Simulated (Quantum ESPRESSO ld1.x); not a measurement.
Q: Ho4+, configuration [Xe] 4f9. Calculated with ld1.x of Quantum ESPRESSO 7.5: scalar-relativistic Kohn-Sham, PBE, spin-unpolarised, spherical densities, point nucleus. Some entries of the table are withheld. Estimate them.

| orbital | occ. | eigenvalue (hartree) | r(max) (bohr) | <1/r> (bohr^-1) |
|---|---|---|---|---|
| 1s | 2 | (1) | 0.013 | 76.07 |
| 2s | 2 | -343.175 | 0.074 | 17.69 |
| 2p | 6 | -304.220 | (2) | 16.38 |
| 3s | 2 | -78.2687 | 0.211 | 6.517 |
| 3p | 6 | -66.3675 | 0.207 | 6.097 |
| 3d | 10 | -51.2751 | 0.170 | 5.781 |
| 4s | 2 | -17.0892 | 0.484 | 2.756 |
| 4p | 6 | -13.1618 | 0.504 | 2.527 |
| 4d | 10 | -7.85655 | 0.521 | 2.237 |
| 5s | 2 | -3.57398 | 1.11 | 1.085 |
| 5p | 6 | -2.58807 | (3) | 0.9312 |
| 4f | 9 | -2.04476 | 0.512 | 1.720 |

A: 
(1) 1s eigenvalue (hartree): -2041.60
(2) 2p r(max) (bohr): 0.060
(3) 5p r(max) (bohr): 1.25
